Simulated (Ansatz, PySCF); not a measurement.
Potential energy curve for Mg2, singlet.

Levels of theory: RKS-PBE = restricted PBE/cc-pVTZ (Ansatz, an electronic-structure program); UKS-PBE = unrestricted PBE/cc-pVTZ (Ansatz); RKS-r2SCAN = restricted r2SCAN/cc-pVTZ in PySCF 2.14.0; FCI = full CI/cc-pVTZ, frozen core run with Ansatz.

Energies relative to the lowest point of each curve near equilibrium, in kcal/mol; the last columns give the error against full CI:

| R / Å | RKS-PBE | UKS-PBE | RKS-r2SCAN | FCI | RKS-PBE − FCI | UKS-PBE − FCI | RKS-r2SCAN − FCI |
|---|---|---|---|---|---|---|---|
| 2.72 | 8.4 | 8.4 | 8.7 | 10.5 | -2.1 | -2.1 | -1.8 |
| 2.86 | 4.7 | 4.7 | 4.9 | 6.5 | -1.8 | -1.8 | -1.6 |
| 3.03 | 2.1 | 2.1 | 2.2 | 3.5 | -1.5 | -1.5 | -1.4 |
| 3.30 | 0.3 | 0.3 | 0.3 | 1.1 | -0.9 | -0.9 | -0.8 |
| 3.42 | 0.0 | 0.0 | 0.0 | 0.6 | -0.6 | -0.6 | -0.6 |
| 3.50 | 0.0 | 0.0 | 0.0 | 0.4 | -0.4 | -0.4 | -0.4 |
| 3.60 | 0.0 | 0.0 | 0.0 | 0.2 | -0.2 | -0.2 | -0.2 |
| 3.68 | 0.1 | 0.1 | 0.1 | 0.1 | 0.0 | 0.0 | 0.0 |
| 3.83 | 0.4 | 0.4 | 0.4 | 0.0 | 0.4 | 0.4 | 0.4 |
| 3.97 | 0.7 | 0.7 | 0.7 | 0.0 | 0.7 | 0.7 | 0.7 |
| 4.16 | 1.1 | 1.1 | 1.1 | 0.0 | 1.1 | 1.1 | 1.1 |
| 4.52 | 1.8 | 1.8 | 1.8 | 0.2 | 1.6 | 1.6 | 1.6 |
| 4.82 | 2.3 | 2.3 | 2.3 | 0.4 | 1.9 | 1.9 | 1.9 |
| 5.39 | 2.8 | 2.8 | 2.7 | 0.6 | 2.2 | 2.2 | 2.1 |
| 5.95 | 3.0 | 3.0 | 2.9 | 0.8 | 2.3 | 2.3 | 2.1 |
| 6.47 | 3.1 | 3.1 | 3.0 | 0.8 | 2.3 | 2.3 | 2.1 |
| 7.14 | 3.2 | 3.2 | 3.0 | 0.9 | 2.3 | 2.3 | 2.1 |
| 7.90 | 3.2 | 3.2 | 3.0 | 0.9 | 2.3 | 2.3 | 2.0 |
| 8.73 | 3.2 | 3.2 | 3.0 | 1.0 | 2.3 | 2.3 | 2.0 |
| 9.84 | 3.3 | 3.3 | 3.0 | 1.0 | 2.3 | 2.3 | 2.0 |
| 10.77 | 3.3 | 3.3 | 3.0 | 1.0 | 2.3 | 2.3 | 2.0 |

RKS-PBE is furthest from FCI at 7.14 (2.3 kcal/mol, above); its mean absolute error over the points is 1.5 kcal/mol.

UKS-PBE is furthest from FCI at 7.14 (2.3 kcal/mol, above); its mean absolute error over the points is 1.5 kcal/mol.

RKS-r2SCAN is furthest from FCI at 5.95 (2.1 kcal/mol, above); its mean absolute error over the points is 1.4 kcal/mol.
